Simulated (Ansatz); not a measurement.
Dissociation curve of SMILES [OH][Ge]([OH])([OH])[OH], singlet. The O1–H9 bond (O1 also carries Ge; H9 carries nothing else) is varied alone, starting from the PBE0/def2-TZVP optimised geometry.

Computed with: UKS-PBE0 = unrestricted PBE0/cc-pVDZ (Ansatz, an electronic-structure program); UMP2 = MP2 on UHF/cc-pVDZ, cores with 3d frozen run with Ansatz; UCCSD(T) = CCSD(T) on UHF/cc-pVDZ, cores with 3d frozen in Ansatz.

Energies relative to the lowest point of each curve near equilibrium, in kJ/mol:

| R / Å | UKS-PBE0 | UMP2 |
|---|---|---|
| 0.80 | 104.2 | 107.0 |
| 0.84 | 54.0 | 55.8 |
| 0.90 | 12.7 | 13.3 |
| 1.00 | 2.6 | 2.3 |
| 1.04 | 11.6 | 11.2 |
| 1.08 | 25.4 | 24.9 |
| 1.16 | 62.6 | 62.2 |
| 1.41 | 209.2 | 230.7 |
| 1.56 | 295.5 | 375.2 |
| 1.77 | 392.9 | 461.3 |
| 2.33 | 481.2 | 510.6 |
| 2.79 | 496.0 | 515.5 |

Problem. Predict the corresponding UCCSD(T) column.

Solution. 0.80: 106.6; 0.84: 55.6; 0.90: 13.3; 1.00: 2.3; 1.04: 11.1; 1.08: 24.7; 1.16: 61.4; 1.41: 203.9; 1.56: 285.9; 1.77: 377.6; 2.33: 489.2; 2.79: 498.7 (kJ/mol).

The unrestricted determinant behind UKS-PBE0 is spin-contaminated at 1.77 to 2.79 Å (<S²> up to 1.0, against 0.00 for a pure singlet). The unrestricted determinant behind UMP2, UCCSD(T) is spin-contaminated at 1.41 to 2.79 Å (<S²> up to 1.0, against 0.00 for a pure singlet).
